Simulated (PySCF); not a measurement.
Mo(S)2(OH)(SH) (H2MoOS3), SMILES [OH][Mo](=[S])(=[S])[SH], multiplicity 1. Geometry: PBE-D3(BJ)/def2-SVP. The multiplicity is an assumed one; other spin states were not compared. The def2 effective core potentials stand for the cores of Mo; spin–orbit coupling is left out. The values are those of a single conformer.

Method: PBE-D3(BJ)/def2-SVP (PySCF).

Harmonic wavenumbers (cm⁻¹): 130, 139, 171, 175, 201, 292, 328, 390, 536, 546, 595, 624, 708, 2585, 3701. Rotational constants (GHz): 1.642, 1.543, 1.221; symmetry number 1.

Problem. Work out the zero-point energy and the ideal-gas rigid-rotor harmonic-oscillator thermochemistry at 298.15 K and 1 atm.

Solution. ZPE = ½ Σ hcν = ½ × 11121 cm⁻¹ = 15.90 kcal/mol. H − E(el) = 21.44 kcal/mol. Entropy in cal/(mol K): translation 41.93, rotation 29.03, vibration 18.72, total 89.68. G − E(el) = -5.30 kcal/mol. Cp = 27.33 cal/(mol K). Modes under 150 cm⁻¹ make the vibrational entropy uncertain.
